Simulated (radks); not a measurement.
Task: These are the eigenvalues of the occupied orbitals of an atom or ion with whole-number occupations (hartree). Calculated with a radial shooting solver on a logarithmic mesh with Libxc functionals: scalar-relativistic Kohn-Sham, LDA (Slater exchange, VWN5 correlation), spin-polarised, spherical densities, finite nucleus; Fermi nuclear charge, rms radius of each element as measured or else 0.836 A^(1/3) + 0.57 fm.

1s: -1989.465
2s: -347.8511
2p: -311.0153
3s: -92.99837
3p: -81.68328
3d: -67.09877
4s: -33.05993
4p: -29.14237
4d: -23.82537

Which element is it, and in what charge state? The configuration may be excited. Open shells, if any, are filled with parallel spins first.

Result: Z = 66, dysprosium, charge +20: Dy20+ in [Kr] 4d10. The list shows which subshells hold electrons but not how many an open one holds; the 1s level, -1989.5 hartree, gives Z - s = 63.1 by -(Z - s)^2/2, which with screening and relativity narrows Z to a few neighbours, and the depths of the outer levels then fix element, charge and occupations together.
